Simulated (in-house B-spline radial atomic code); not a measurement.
# Solving the quasi-particle equation for 6s of the thallium ion Tl⁺

Configuration [Xe] 4f14 5d10 6s2, start PBE0; correlation leaves out the 8 deepest shells. Computed with an all-electron radial atomic-structure program (B-spline basis): all electrons, scalar-relativistic (spin-free one-electron X2C), finite nucleus, each spin shell either full or empty, empty states to l = 9 with an (l + 1/2)⁻⁴ tail; G0W0 by contour deformation at full frequency.

At the mean-field level ε = -17.124 eV the matrix elements are Σx = -16.026 eV, v_xc = -14.357 eV and Σc(ε) = -2.152 eV, and the slope of the correlation self-energy is dΣc/dω = -0.0612. The quasi-particle energy solves E = ε + Σx − v_xc + Σc(E).

What does the linearised equation give?

Z = 1/(1 − dΣc/dω) = 1/1.0612 = 0.9423. The first-order shift is Σx − v_xc + Σc(ε) = -16.026 − (-14.357) + (-2.152) = -3.821 eV, so E ≈ ε + Z × shift = -17.124 + 0.9423 × (-3.821) = -20.725 eV.

How does that compare with the full solution and with static screening?

Solving the equation at full frequency dependence gives E = -20.723 eV, where Σc = -1.930 eV and the weight is 0.940; the linearised value is off by 2 meV. Leaving Z out would give -20.945 eV. Static COHSEX puts -3.876 eV in place of Σc and gives -22.669 eV, 1.95 eV deeper. The tabulated removal energy is 20.428 eV (NIST, measured); the run leaves out spin-orbit coupling, Breit and QED terms.
